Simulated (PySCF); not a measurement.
## Electron correlation in Zn⁺ (zinc, charge +1)

[Ar] 3d10 4d1, 2D determinant (an excited configuration). Computed with PySCF 2.14 in aug-cc-pwCVTZ-DK (10s9p7d4f3g, 127 functions), with scalar relativity by spin-free X2C-1e. Frozen: [Ne]; 19 electrons correlated.

MP2 pair energies summed by pair of shells (mhartree):

```tsv
pair	energy	share (%)
3d-3d	-469.20	50.1
3p-3d	-283.69	30.3
3s-3d	-69.65	7.4
3p-3p	-67.24	7.2
3s-3p	-35.28	3.8
3d-4d	-5.56	0.6
3s-3s	-5.27	0.6
3p-4d	-0.74	0.1
3s-4d	-0.16	0.0
```

Total MP2 correlation energy: -936.78 mhartree.

Same-spin part -306.01 and opposite-spin part -630.78 mhartree; SCS-MP2 scales them by 1/3 and 6/5 to -858.93 mhartree.
